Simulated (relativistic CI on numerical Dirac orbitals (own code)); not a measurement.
## Mn2+ in a cubic cluster: L2,3 absorption with charge transfer

Computed with a charge-transfer multiplet model of a cubic metal-ligand cluster with up to 2 ligand holes, Slater and spin-orbit integrals from Dirac-Coulomb-Breit ions, Slater integrals scaled by 0.8. The parameters are those of a tetrahedral site (10Dq negative, t2 hopping the larger). The ground state mixes d5 with configurations of k ligand holes L, whose averages lie at kΔ + k(k − 1)U_dd/2; a core hole lowers each added d electron by U_cd. 300 K, Lorentzian 0.4 eV and Gaussian 0.3 eV FWHM.

Atomic integrals in eV (Slater integrals scaled, ζ unscaled), ground: F2dd 8.204, F4dd 5.095, zeta_d 0.037; with the core hole: F2dd 8.873, F4dd 5.517, zeta_d 0.052, zeta_core 6.792, F2cd 5.084, G1cd 3.747, G3cd 2.127.

Cluster parameters (eV): Δ = 4.8, U_cd = 8.5, 10Dq = -0.35, 10Dq(ligand) = 0, V(eg) = 0.72, V(t2g) = -1.23, final-state hopping factor = 1.

```
         Case   n_d    d5   d6L  d7L2     S
U_dd = 6.1 eV  5.10  0.90  0.09  0.00  2.50
U_dd = 6.8 eV  5.10  0.90  0.09  0.00  2.50
U_dd = 8.9 eV  5.10  0.91  0.09  0.00  2.50
```

Weights, n_d and S are thermal averages at 300 K. Photon energies count from the first peak over 30 % of the highest in each spectrum, which can be another peak from case to case. The parameters are a model scan and need not match a compound or its usual spin state. Peaks in eV (height, largest 100):
- U_dd = 6.1 eV: 0.0 (100), 1.1 (43), 2.9 (9), 3.5 (10), 10.5 (17), 11.9 (25)
- U_dd = 6.8 eV: 0.0 (100), 1.2 (42), 3.2 (10), 10.5 (17), 12.0 (26)
- U_dd = 8.9 eV: 0.0 (100), 1.1 (41), 3.5 (12), 10.4 (17), 12.0 (26)

For the case U_dd = 6.8 eV, Δ = 4.8 eV is smaller than U_dd = 6.8 eV, the charge-transfer side of the Zaanen-Sawatzky-Allen scheme. With the core hole the configuration with one ligand hole lies at Δ + U_dd − U_cd = 2.4, 3.1, 5.2 eV from the one without, in the order of the table; where this is negative the screened configuration lies lower, though the effective hopping of about 2.3 eV (from the holes of the mixed ground state) mixes the two strongly wherever it is as large as the gap.
